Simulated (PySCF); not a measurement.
Calculation: B3LYP-D3(BJ)/def2-TZVP // PBE-D3(BJ)/def2-SVP (PySCF 2.14.0). All species are isolated molecules in the gas phase. B3LYP has the VWN-RPA correlation part, as in Gaussian. 

Reference species: [Sc(Cl)3] (neutral, multiplicity 1).

```yaml
charge on the central atom (meta-Löwdin): 1.26 e
charge on the central atom (Mulliken): 1.12 e
dipole_moment: 0.06 D
```

Changed species: [Sc(Cl)(F)2] (2 of 3 Cl replaced by F; the reference has 0 of 3 Cl replaced by F).

### Question
Predict the effect on the charge on the central atom (meta-Löwdin), charge on the central atom (Mulliken) and dipole moment.

### Answer
the charge on the central atom (meta-Löwdin) rises by 0.22 e, to 1.48 e; the charge on the central atom (Mulliken) goes up by 0.26 e, to 1.38 e; the dipole moment rises by 0.45 D, to 0.51 D.
